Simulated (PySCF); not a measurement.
Excitations are Tamm–Dancoff values on a coarser integration grid. The basis has no diffuse functions, so Rydberg states are missing or too high.

Z-matrix (Å, degrees):
```
C
C 1 1.3744
N 2 1.3609 1 108.75
H 3 1.0036 2 125.24 1 179.98
C 3 1.3675 4 125.17 2 179.99
C 5 1.3636 3 107.66 4 179.96
H 5 1.0763 6 131.01 1 -179.96
H 2 1.0771 3 121.09 4 0.01
H 6 1.0776 5 125.38 7 -0.02
Si 1 1.8428 2 125.47 8 0.01
H 10 1.4810 1 108.86 2 -0.12
H 10 1.4814 11 108.56 1 121.81
H 10 1.4814 11 108.65 12 116.30
```
Charge 0, multiplicity 1.

Estimate the S1–T1 gap (TDA), S1 excitation (TDA) and HOMO that CAM-B3LYP-D3(BJ)/def2-TZVP in PySCF returns for this input.


```json
{
  "S1–T1 gap (TDA)": "1.84 eV",
  "S1 excitation (TDA)": "6.28 eV",
  "HOMO": "-7.64 eV"
}
```
